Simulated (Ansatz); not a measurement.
Relaxation of C$_{3}$H$_{12}$AlNSi (18 atoms, charge 0, multiplicity 1), to a largest force component of 0.02 eV/Å in at most 50 steps.

These are results of Ansatz, UKS PBE0-D4/STO-3G, not measurements.

```xyz
18
Properties=species:S:1:pos:R:3
C 0.536 0.842 1.836
C 0.826 0.193 0.507
Si 1.108 -1.630 0.766
Al -0.576 0.413 -0.826
C -0.463 -0.392 -2.659
N -2.244 1.355 -0.344
H -0.403 0.452 2.278
H 1.366 0.794 2.536
H 0.325 1.988 1.695
H 1.749 0.653 0.103
H 1.485 -2.267 -0.476
H -0.052 -2.255 1.341
H 2.200 -1.775 1.716
H 0.495 -0.874 -2.710
H -0.541 0.405 -3.397
H -1.267 -1.092 -2.787
H -2.619 0.888 0.500
H -1.962 2.313 -0.027
```

Task: Where does it end, and by what steps?

Result: The forces met the threshold. The force dipped under the threshold on the way, but the program's further checks kept it going. Limits of this set-up: minimal basis. After 35 steps the energy has fallen by 1.288 eV; H18 moved furthest, 1.40 Å.

```
step  energy less start (eV)  largest force component (eV/Å)  accepted
   0                  0.0000                           3.616       yes
   2                 -0.6994                           0.303       yes
   4                 -0.7208                           1.176       yes
   6                 -0.8726                           0.829       yes
   8                 -1.0671                           0.875       yes
  10                 -1.1977                           0.949       yes
  12                 -1.2644                           0.503       yes
  14                 -1.2842                           0.175       yes
  16                 -1.2859                           0.012       yes
  18                 -1.2860                           0.021       yes
  20                 -1.2862                           0.044       yes
  22                 -1.2865                           0.056       yes
  24                 -1.2867                           0.031       yes
  26                 -1.2870                           0.063       yes
  28                 -1.2873                           0.013       yes
  30                 -1.2873                           0.103        no
  32                 -1.2875                           0.002       yes
  34                 -1.2865                           0.186        no
  35                 -1.2878                           0.013       yes
```

```xyz
18
Properties=species:S:1:pos:R:3
C 0.590 0.863 1.856
C 0.825 0.107 0.522
Si 1.046 -1.727 0.839
Al -0.549 0.436 -0.769
C -0.453 -0.169 -2.573
N -1.957 1.290 -0.263
H -0.337 0.534 2.348
H 1.408 0.704 2.575
H 0.506 1.948 1.701
H 1.777 0.465 0.105
H 1.383 -2.419 -0.383
H -0.179 -2.301 1.345
H 2.087 -1.987 1.807
H 0.554 -0.066 -2.991
H -1.132 0.378 -3.234
H -0.715 -1.229 -2.657
H -2.129 1.661 0.684
H -2.764 1.524 -0.862
```

Whether the end is a true minimum wasn't checked by a vibrational analysis.

Run time: 7.1 min on 1 thread of Arm Neoverse N1 (shared host), peak memory 0.2 GiB.
